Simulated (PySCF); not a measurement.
PySCF 2.14 output of an unrestricted M06-2X calculation on a single atom or ion in def2-TZVPPD with the def2 core potential (28 electrons), with scalar relativity through the core potential:

```
SCF conv_tol = 1e-09
number electrons alpha = 7  beta = 5
    Y. Zhao and D. G. Truhlar.,  Theor. Chem. Acc. 120, 215 (2008)
    Y. Zhao and D. G. Truhlar.,  Theor. Chem. Acc. 120, 215 (2008)
cycle= 1 E= -46.8162621601111  delta_E= -0.00457  |g|= 0.00997  |ddm|= 0.394
cycle= 2 E= -46.8164831345241  delta_E= -0.000221  |g|= 0.00297  |ddm|= 0.0743
cycle= 3 E= -46.8165046101454  delta_E= -2.15e-05  |g|= 0.000615  |ddm|= 0.0319
cycle= 4 E= -46.8165050553135  delta_E= -4.45e-07  |g|= 0.000199  |ddm|= 0.00251
cycle= 5 E= -46.8165050968848  delta_E= -4.16e-08  |g|= 6.66e-06  |ddm|= 0.00152
cycle= 6 E= -46.8165050970308  delta_E= -1.46e-10  |g|= 1.29e-06  |ddm|= 0.000108
converged SCF energy = -46.8165050970308  <S^2> = 2.0059337  2S+1 = 3.0039532
```

The run itself started from symmetry-adapted Hartree-Fock orbitals and held the occupation by maximum overlap, on a logarithmic radial grid, so the iterations belong to that start.

Task: Which element, charge and spin multiplicity is this?

Result: Zr (zirconium, neutral), multiplicity 3; the state was [Kr] 4d2 5s2, high-spin 3F determinant.

Energies and moments cover only the electrons outside the core potential.
